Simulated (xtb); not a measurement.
Al(AsH2)(F)(OH) (AlAsFH3O), SMILES [OH][Al]([F])[AsH2]. All values are semi-empirical tight-binding results from xtb (GFN2-xTB unless named), good for trends rather than for accurate numbers. Geometry: GFN2-xTB. The structure was generated by enumeration; whether it is a known compound was not checked. The values are those of a single conformer.

The geometry has at least one imaginary mode, so it is a saddle point at that level.

For metal compounds this method's bond lengths and energies can be far off.

Task: Estimate the properties. (The exact figures need the calculation; the answer reports its results.)

Result: 
The orbital gap is 4.15 eV.
